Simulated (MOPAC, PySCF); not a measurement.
C$_{2}$N$_{2}$, SMILES `[C-]#[N+]C#N`, neutral singlet in the gas phase. 

Cartesian coordinates (Å):
```xyz
4

C      1.8043    -0.2883     0.0033
N      0.6390    -0.1164     0.0012
C     -0.6514     0.0740    -0.0012
N     -1.7927     0.2423    -0.0033
```
Charge 0, multiplicity 1.

All levels are single points at this geometry (B3LYP-D3(BJ)/def2-TZVP); Pople sets use spherical d functions. Orbital energies aren't observables, and empty levels follow the basis.

SVWN5/6-31G* in PySCF gives HOMO (eV) = -8.37.

**Question.** Estimate the HOMO (eV) from each of these levels: B3LYP-D3(BJ)/def2-TZVP in PySCF; M06-2X/6-31G* in PySCF; PBE/6-31G* in PySCF; HF/3-21G in PySCF; HF/STO-3G in PySCF; PM3 in MOPAC; PM6 in MOPAC; PM7 in MOPAC.

**Answer.** 
| level | HOMO (eV) |
|---|---|
| B3LYP-D3(BJ)/def2-TZVP in PySCF | -10.12 |
| M06-2X/6-31G* in PySCF | -11.40 |
| PBE/6-31G* in PySCF | -8.38 |
| HF/3-21G in PySCF | -12.99 |
| HF/STO-3G in PySCF | -11.32 |
| PM3 in MOPAC | -12.33 |
| PM6 in MOPAC | -12.70 |
| PM7 in MOPAC | -12.54 |
